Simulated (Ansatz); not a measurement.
The cluster Cu₂Te₂ (the lowest singlet isomer of a short search), 4 atoms. Hardware: 4 threads of INTEL XEON PLATINUM 8581C on a shared host.

In the def2 sets Te takes a core potential; there is no spin–orbit coupling. Correlated methods freeze 26 core orbitals; core or outer-core shells of Te are correlated, in sets that lack core-valence functions.

(1) How many basis functions does each of these Ansatz runs have, and roughly what does it cost? r2SCAN-D4/def2-TZVP, charge 1 doublet at the geometry of the charge 0 singlet, energy, from earlier orbitals; B3LYP-D4/def2-TZVP, charge 0 singlet, energy, from earlier orbitals; PBE0-D4/def2-TZVP, charge 0 triplet, energy, from earlier orbitals; BHLYP-D4/def2-TZVP, charge 0 triplet, energy, from earlier orbitals; PBE0-D4/def2-TZVP, charge 0 quintet, energy, from earlier orbitals; PBE0-D4/def2-TZVPD, charge -1 doublet at the geometry of the charge 0 singlet, energy; r2SCAN-D4/def2-TZVP, charge 0 unrestricted singlet, energy, from earlier orbitals; PBE0-D4/def2-SVP, charge 0 singlet, energy, from earlier orbitals; CCSD(T)/def2-TZVP, charge 0 singlet, energy, from earlier orbitals; PBE-D4/def2-SVP, charge 0 quintet, energy with a search over starts; r2SCAN-D4/def2-TZVP, charge 0 singlet, energy, from earlier orbitals; PBE0-D4/def2-TZVPD, charge 0 singlet, energy, from earlier orbitals.

Answers

(1) Other jobs shared the machine, so times can vary by a factor of up to 3. A dash marks memory too small to be measured apart from the calling script's.

```
                                                                                                         run  functions  fitting or Cholesky vectors  wall time  peak host memory (GiB)
                                           PBE0-D4/def2-SVP, charge 0 singlet, energy, from earlier orbitals        114                         1358      2.1 s                       –
                                        r2SCAN-D4/def2-TZVP, charge 0 singlet, energy, from earlier orbitals        190                         1678      3.5 s                       –
                                         B3LYP-D4/def2-TZVP, charge 0 singlet, energy, from earlier orbitals        190                         1930      3.8 s                    0.86
                                         PBE0-D4/def2-TZVPD, charge 0 singlet, energy, from earlier orbitals        214                         2050      4.7 s                       1
r2SCAN-D4/def2-TZVP, charge 1 doublet at the geometry of the charge 0 singlet, energy, from earlier orbitals        190                         1678      7.5 s                       –
                                          PBE0-D4/def2-TZVP, charge 0 triplet, energy, from earlier orbitals        190                         1906      9.5 s                    0.93
                       PBE0-D4/def2-TZVPD, charge -1 doublet at the geometry of the charge 0 singlet, energy        214                         2028      9.5 s                     1.2
                                         PBE-D4/def2-SVP, charge 0 quintet, energy with a search over starts        114                         1408      9.5 s                       –
                           r2SCAN-D4/def2-TZVP, charge 0 unrestricted singlet, energy, from earlier orbitals        190                         1678       25 s                    0.77
                                          PBE0-D4/def2-TZVP, charge 0 quintet, energy, from earlier orbitals        190                         1906       26 s                     1.1
                                         BHLYP-D4/def2-TZVP, charge 0 triplet, energy, from earlier orbitals        190                         1906       33 s                     1.1
                                          CCSD(T)/def2-TZVP, charge 0 singlet, energy, from earlier orbitals        190                         1906    2.6 min                     2.9
```
